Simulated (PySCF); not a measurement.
## PBE on Ne (neon, neutral)

Configuration: [Ne], closed-shell 1S. Computed with PySCF 2.14 in pcseg-2 (4s3p2d1f, 30 functions), with the non-relativistic Hamiltonian (point nucleus).

```json
{
  "Total energy": "-128.8568 hartree",
  "One-electron energy": "-182.3423 hartree",
  "Hartree (Coulomb) energy": "65.8615 hartree",
  "Exchange-correlation energy": "-12.3759 hartree",
  "Kinetic energy": "128.60863 hartree",
  "⟨S²⟩": "0.0000",
  "⟨L²⟩": "0.000",
  "Sum of ⟨r⟩": "7.993 bohr",
  "Sum of ⟨r²⟩": "9.764 bohr²",
  "Density at the nucleus (Gaussians lack the cusp)": "599 bohr⁻³",
  "Langevin diamagnetic susceptibility": "-7.73 ×10⁻⁶ cm³/mol",
  "Time after the integrals": "0.13 s of wall time on 1 thread of Neoverse-V2 (shared host)"
}
```

| shell | electrons | mean orbital energy (eV) | rms radius, mean of both spins (bohr) |
| --- | --- | --- | --- |
| 1s | 2 | -829.52 | 0.184 |
| 2s | 2 | -36.202 | 0.994 |
| 2p | 6 | -13.295 | 1.13 |
